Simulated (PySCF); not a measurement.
How methods differ on the excitation energy of Ru

Ru [Kr] 4d7 5s1 (5F) → Ru [Kr] 4d6 5s1 6s1 (7D), as a difference of total energies. Computed with PySCF 2.14 in x2c-TZVPPall with one added diffuse shell each of s, p, d, f type (9s7p7d3f1g, 95 functions), with scalar relativity by spin-free X2C-1e. Correlated levels: valence: [Kr] frozen; valence and next inner shell: [Ar] 3d10 frozen. The calculations carry no spin-orbit coupling.

| method | excitation energy (eV) |
| --- | --- |
| UHF | 4.388 |
| LDA | 6.403 |
| PBE | 6.141 |
| PBE0 | 5.918 |
| r2SCAN | 6.029 |
| M06 | 6.162 |
| TPSS | 6.199 |
| LC-wPBE | 5.895 |
| TPSSh | 6.110 |
| MP2 (valence) | 5.813 |
| SCS-MP2 (valence) | 6.091 |
| MP2 (valence and next inner shell) | 5.798 |
| SCS-MP2 (valence and next inner shell) | 5.884 |

Q: How much does correlation contribute at MP2 (valence and next inner shell)?

A: 5.798 − (4.388) = 1.410 eV, measured against UHF.

A first-order spin-orbit estimate (lowest level to lowest level, LS coupling) adds 0.049 eV.

The promoted electron is Rydberg-like, and one or two diffuse shells describe it only roughly, which tends to raise the upper state.
